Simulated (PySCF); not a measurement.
In(H)(Et)(OH) (C₂H₇InO), SMILES [CH2](C)[InH][OH].

Geometry: B3LYP-D3(BJ)/def2-SVP. The structure was generated by enumeration; whether it is a known compound was not checked. The def2 effective core potentials stand for the cores of In; spin–orbit coupling is left out. One conformer was computed; it need not be the lowest.

The numbers are results of PySCF with C-PCM-B3LYP/def2-SVP, not measurements.

The values are the electrostatic part of the solvation free energy, E(continuum) − E(gas) at the gas-phase geometry, in a cavity of scaled van der Waals radii (PySCF's table); cavitation and dispersion terms are not included. A continuum can't describe solvent molecules that bind to the metal. In vacuum the orbital gap is 5.71 eV. The dipole moment in vacuum is 2.70 D.

Computed values in water (ε = 78.36), 2-propanol (ε = 19.26), tetrahydrofuran (ε = 7.43):
| solvent | ε | ΔG(elec) (kcal/mol) | dipole (D) | gap (eV) |
|---|---|---|---|---|
| water | 78.36 | -7.2 | 3.39 | 5.92 |
| 2-propanol | 19.26 | -6.9 | 3.36 | 5.91 |
| tetrahydrofuran | 7.43 | -6.2 | 3.29 | 5.89 |
